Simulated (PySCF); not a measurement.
C3H3Cl2F, SMILES Cl/C(=C(\Cl)F)C. Atoms are numbered in the order given.

```xyz
9

C     -1.4950     1.6798     0.0000
C     -0.3472     0.7203     0.0000
Cl     1.2443     1.4191     0.0000
C     -0.4855    -0.6165     0.0000
F     -1.6961    -1.1787     0.0000
Cl     0.7898    -1.7653     0.0000
H     -2.4482     1.1353     0.0000
H     -1.4511     2.3280     0.8899
H     -1.4511     2.3280    -0.8899
```

The structure is a stationary point at TPSSh-D3(BJ)/def2-SVP.

Calculation: PySCF with TPSSh-D3(BJ)/def2-SVP.

Frequencies are harmonic and unscaled.

| mode | ν (cm⁻¹) | IR (km/mol) | Raman (Å⁴/amu) | depolarisation | moving atoms (share of kinetic energy) |
|---|---|---|---|---|---|
| 1 | 138 | 1.6 | 0.1 | 0.75 | Cl 30 %, F 30 %, C 27 %, H 14 % |
| 2 | 168 | 0.1 | 0.0 | – | H 96 % |
| 3 | 177 | 1.1 | 1.3 | 0.60 | Cl 84 %, C 10 % |
| 4 | 301 | 1.6 | 2.6 | 0.61 | C 40 %, H 26 %, F 17 %, Cl 17 % |
| 5 | 316 | 0.5 | 0.6 | 0.75 | C 72 %, H 13 %, F 9 % |
| 6 | 399 | 2.2 | 0.5 | 0.48 | F 47 %, Cl 42 %, C 8 % |
| 7 | 432 | 2.8 | 3.9 | 0.75 | C 41 %, Cl 29 %, F 25 % |
| 8 | 538 | 1.3 | 5.4 | 0.75 | C 89 % |
| 9 | 560 | 10.4 | 12.3 | 0.16 | Cl 46 %, C 30 %, F 19 % |
| 10 | 838 | 53.1 | 2.2 | 0.65 | C 56 %, H 25 %, Cl 11 %, F 9 % |
| 11 | 1047 | 0.1 | 0.4 | 0.75 | H 69 %, C 31 % |
| 12 | 1052 | 62.5 | 1.7 | 0.44 | C 60 %, H 37 % |
| 13 | 1131 | 134.5 | 0.6 | 0.56 | C 67 %, H 22 %, F 9 % |
| 14 | 1209 | 85.0 | 2.4 | 0.25 | C 76 %, F 18 % |
| 15 | 1403 | 0.1 | 16.3 | 0.39 | H 75 %, C 24 % |
| 16 | 1467 | 10.4 | 13.8 | 0.75 | H 96 % |
| 17 | 1472 | 1.9 | 26.1 | 0.66 | H 95 % |
| 18 | 1733 | 48.0 | 37.0 | 0.24 | C 96 % |
| 19 | 3038 | 16.3 | 210.6 | 0.04 | H 97 % |
| 20 | 3113 | 7.1 | 108.0 | 0.75 | H 91 %, C 9 % |
| 21 | 3160 | 3.5 | 76.0 | 0.74 | H 91 %, C 9 % |
